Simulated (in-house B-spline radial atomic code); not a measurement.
Radial electron density of the rhodium ion Rh³⁸⁺, [He] 2s2 2p3. Computed with an all-electron radial atomic-structure program (B-spline basis): non-relativistic Hartree-Fock, average of configuration, point nucleus.

Columns: r (bohr), 4πr²n(r) (electrons per bohr), bar.

```
 0.00126    1.127 #
 0.00147    1.505 #
  0.0017    1.971 ##
 0.00198    2.608 ##
 0.00229    3.392 ###
 0.00266    4.427 ####
 0.00309    5.747 #####
 0.00359    7.415 ######
 0.00417    9.496 ########
 0.00484    12.04 ##########
 0.00561     15.1 ############
 0.00652    18.79 ###############
 0.00757    23.04 ###################
 0.00878    27.79 #######################
  0.0102    33.01 ###########################
  0.0118    38.26 ################################
  0.0137    43.47 ####################################
   0.016    48.25 ########################################
  0.0185     51.6 ###########################################
  0.0215     53.4 ############################################
   0.025    53.11 ############################################
   0.029    50.66 ##########################################
  0.0336    46.45 ######################################
   0.039    41.16 ##################################
  0.0453    36.05 ##############################
  0.0526    32.48 ###########################
  0.0611    31.41 ##########################
  0.0709    32.93 ###########################
  0.0823    36.05 ##############################
  0.0956    38.87 ################################
   0.111    39.25 ################################
   0.129    35.87 ##############################
   0.149    29.26 ########################
   0.174    20.22 #################
   0.201    12.21 ##########
   0.234    5.918 #####
   0.271    2.371 ##
   0.315   0.7209 #
   0.366   0.1638 
   0.425  0.02668 
   0.493 0.002989
```

On this grid the curve has 2 maxima, near 0.0215, 0.111 bohr.

The 2p radial function P(r) = rR(r), positive near the nucleus:

| r (bohr) | P |
| --- | --- |
| 0.00109 | 0.00286 |
| 0.00147 | 0.005157 |
| 0.00198 | 0.00925 |
| 0.00266 | 0.01644 |
| 0.00359 | 0.02933 |
| 0.00484 | 0.05184 |
| 0.00652 | 0.09061 |
| 0.00878 | 0.1562 |
| 0.0118 | 0.2638 |
| 0.016 | 0.442 |
| 0.0215 | 0.7069 |
| 0.029 | 1.091 |
| 0.039 | 1.587 |
| 0.0526 | 2.153 |
| 0.0709 | 2.644 |
| 0.0956 | 2.847 |
| 0.129 | 2.569 |
| 0.174 | 1.831 |
| 0.234 | 0.9574 |
| 0.315 | 0.3281 |
| 0.425 | 0.06281 |
